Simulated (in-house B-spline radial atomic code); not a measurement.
P. Computed with a B-spline radial atomic code. Model: all-electron spherical atom, spin shells full or empty, radial basis limit, no spin-orbit coupling: exact exchange with a local potential (Slater, KLI or optimised effective potential, whose far tail is KLI's), no correlation.

Exchange potential has not reached -1/r at the last radius.

The run also made RPA and GW results, which its time includes.

The Slater potential averages the orbital exchange potentials with the orbital densities as weights, KLI adds orbital constants, and the optimised effective potential minimises the exact-exchange energy among local potentials. So their energies lie above Hartree-Fock in the order OEP, KLI, Slater. All fall off as −1/r, unlike LDA and GGA exchange.

Command:
```bash
python run_gw.py task.json out
```
Settings (nuclear radius in fm, other lengths in bohr, energies in hartree):
```
Z                      15
electrons              15
configuration          [Ne] 3s2 3p3
hamiltonian            x2c
method                 kli
lmax                   9
rms_radius             3.1889
spin_polarised         True
box_radius             40
intervals              110
```

Cost of the run: 9.9 s on 1 thread of Arm Neoverse N1 (shared host).

Given: hamiltonian one-electron scalar X2C; mean-field start exchange-only KLI.

Computed: energy above Hartree-Fock 5.6105 millihartree.

| radius (bohr) | r times exchange potential up (hartree bohr) | r times exchange potential down (hartree bohr) |
| --- | --- | --- |
| 0.00333 | -0.039602 | -0.039676 |
| 0.0041 | -0.048703 | -0.048793 |
| 0.00505 | -0.05989 | -0.060001 |
| 0.00621 | -0.073468 | -0.073604 |
| 0.00765 | -0.090177 | -0.090345 |
| 0.00941 | -0.11036 | -0.11056 |
| 0.0116 | -0.13502 | -0.13527 |
| 0.0143 | -0.16465 | -0.16496 |
| 0.0175 | -0.19853 | -0.1989 |
| 0.0216 | -0.23974 | -0.2402 |
| 0.0266 | -0.28645 | -0.287 |
| 0.0327 | -0.33784 | -0.33849 |
| 0.0402 | -0.39248 | -0.39325 |
| 0.0495 | ? | ? |
| 0.0609 | -0.49714 | -0.49813 |
| 0.075 | -0.535 | -0.536 |
| 0.0923 | -0.55332 | -0.55409 |
| 0.114 | -0.54736 | -0.54716 |
| 0.14 | -0.52686 | -0.52397 |
| 0.172 | -0.53144 | -0.52386 |
| 0.212 | -0.6092 | -0.59824 |
| 0.26 | -0.74024 | -0.7295 |
| 0.321 | -0.88026 | -0.87191 |
| 0.394 | -0.98486 | -0.98079 |
| 0.485 | -1.0312 | -1.0345 |
| 0.597 | -0.99638 | -1.012 |
| 0.735 | -0.87118 | -0.90786 |
| 0.905 | -0.7089 | -0.74188 |
| 1.11 | -0.74542 | -0.63527 |
| 1.37 | -0.96269 | -0.71981 |
| 1.69 | ? | ? |
| 2.08 | -1.2803 | -0.92246 |
| 2.55 | -1.3279 | -0.96701 |
| 3.14 | -1.3075 | -0.98897 |
| 3.87 | -1.2452 | -0.99724 |
| 4.76 | -1.1743 | -0.99951 |
| 5.86 | -1.1144 | -0.99994 |

(1) What belongs in the row 0.0495?

(2) What belongs in the row 1.69?

| occupied | level (hartree) | Hartree-Fock level (hartree) |
| --- | --- | --- |
| 1s up | -76.731 | -80.201 |
| 1s down | -76.729 | -80.179 |
| 2s up | -6.6434 | -7.5581 |
| 2s down | -6.6468 | -7.5361 |
| 2p up | ? | ? |
| 2p down | ? | ? |
| 3s up | -0.70093 | -0.83906 |
| 3s down | -0.55854 | -0.55928 |
| 3p up | -0.38995 | -0.39159 |

(3) What belongs in the row 2p up?

(4) What belongs in the row 2p down?

```tsv
empty	level (hartree)
3p down	-0.25982
4s up	-0.14165
4s down	-0.11289
4p up	-0.092737
3d up	-0.083805
4p down	-0.076138
5s up	?
3d down	-0.057782
```

(5) What belongs in the row 5s up?

Results:

(1) r times exchange potential up (hartree bohr): -0.44749; r times exchange potential down (hartree bohr): -0.44839.

(2) r times exchange potential up (hartree bohr): -1.1556; r times exchange potential down (hartree bohr): -0.84278.

(3) level (hartree): -4.8176; Hartree-Fock level (hartree): -5.4204.

(4) level (hartree): -4.8123; Hartree-Fock level (hartree): -5.3787.

(5) level (hartree): -0.058333.

The highest level, 3p up, differs from Hartree-Fock by +0.045 eV and the deepest, 1s up, by +94.4 eV: a local potential can match the highest level but can't give each shell its own exchange.
